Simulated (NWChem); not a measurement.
# ReF6, doublet; SMILES [F][Re]([F])([F])([F])([F])[F]

In the optimisation the excess spin sits in ag (Ci, its own frame). Not confirmed as a minimum by frequencies. def2 effective core potentials on Re; no spin-orbit coupling.

Task: Give the equilibrium geometry at PBE0/def2-SVP with def2 effective core potentials on Re, spin-unrestricted (NWChem) as an XYZ file, with the point group.

Result: point group C2h; any orientation.
```
7

Re     0.0000     0.0000     0.0000
F     -1.3177    -0.8294     0.9738
F      1.3177     0.8294    -0.9738
F     -1.3176     0.8290    -0.9741
F     -0.0004     1.4494     1.1226
F      0.0004    -1.4494    -1.1226
F      1.3176    -0.8290     0.9741
```
